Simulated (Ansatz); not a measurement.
Program: Ansatz. Geometries: PBE0-D4/def2-TZVP. ΔE: electronic, gas phase. CCSD(T)/CBS adds triple-zeta CCSD(T) − MP2 to the extrapolated MP2 energy (def2 sets, frozen cores). This one scheme is used for every species. One conformer a species, not always the lowest.

Reaction (ligand exchange at the Si–N bond): `O[SiH](O)N[Si](F)(F)F` + NH₃ → `N[Si](F)(F)F` + `N[SiH](O)O`

| species | MP2/CBS(def2) energy (Eh) |
| --- | --- |
| `O[SiH](O)N[Si](F)(F)F` | -1085.32735 |
| NH₃ | -56.48866 |
| `N[Si](F)(F)F` | -644.57851 |
| `N[SiH](O)O` | -497.23256 |

Problem. Work out ΔE.

Solution. ΔE = (-644.57851) + (-497.23256) − (-1085.32735) − (-56.48866) = 0.00494 Eh = +0.13 eV. CCSD(T)/CBS gives +0.14 eV.

Largest T1 diagnostic among the species: 0.012.

At CCSD(T), def2-SVP lies +0.10 eV from the extrapolated value and def2-TZVPP +0.01 eV. In def2-TZVPP, CCSD(T) changes the Hartree–Fock value by +0.07 eV (the triples alone add +0.01 eV) and MP2 by +0.06 eV. The D4 term adds +0.10 eV with B3LYP and +0.06 eV with PBE0; it sums over pairs of atoms, weighted by their polarisabilities, and B3LYP, whose exchange is more repulsive, gets the larger term.

B3LYP here is the variant with VWN-RPA as its local correlation; programs differ in this.
